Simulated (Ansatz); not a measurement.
Start from `[OH][Sn]([F])([F])[F]` and change one atom or group to get `[F][Sn]([F])([F])[SeH]`.

Ansatz, PBE0-D4/def2-TZVP geometries, multiplicity 1. Each molecule was computed in one conformer, which needn't be the lowest.

Elements past krypton have def2 core potentials. Scalar relativity is left out up to krypton.

| property | `[OH][Sn]([F])([F])[F]` |
| --- | --- |
| zero-point energy (PBE0-D4/def2-TZVP) / kJ/mol | 50.0 |
| LUMO energy (B3LYP/def2-TZVPP) / eV | -3.42 |
| size of the dipole moment (B3LYP/def2-TZVPP) / D | 2.34 |
| size of the dipole moment (ωB97M-V/def2-TZVPP) / D | 2.32 |
| HOMO energy (PBE/def2-TZVPP) / eV | -8.62 |
| LUMO energy (PBE/def2-TZVPP) / eV | -4.02 |

Problem. Give the same properties after the change, and the shifts. (Best estimate.)

Solution. Ansatz gave: 
```tsv
property	`[F][Sn]([F])([F])[SeH]`	shift
zero-point energy (PBE0-D4/def2-TZVP) / kJ/mol	36.5	-13.5
LUMO energy (B3LYP/def2-TZVPP) / eV	-3.32	0.10
size of the dipole moment (B3LYP/def2-TZVPP) / D	3.73	1.39
size of the dipole moment (ωB97M-V/def2-TZVPP) / D	3.67	1.35
HOMO energy (PBE/def2-TZVPP) / eV	-7.29	1.33
LUMO energy (PBE/def2-TZVPP) / eV	-3.88	0.14
```

Dipoles are sizes alone; their direction can turn.

B3LYP here is the variant with VWN-RPA as its local correlation; programs differ in this.

Spin–orbit coupling is left out; it splits and shifts lone-pair levels of the heavy atoms by tenths of an eV.
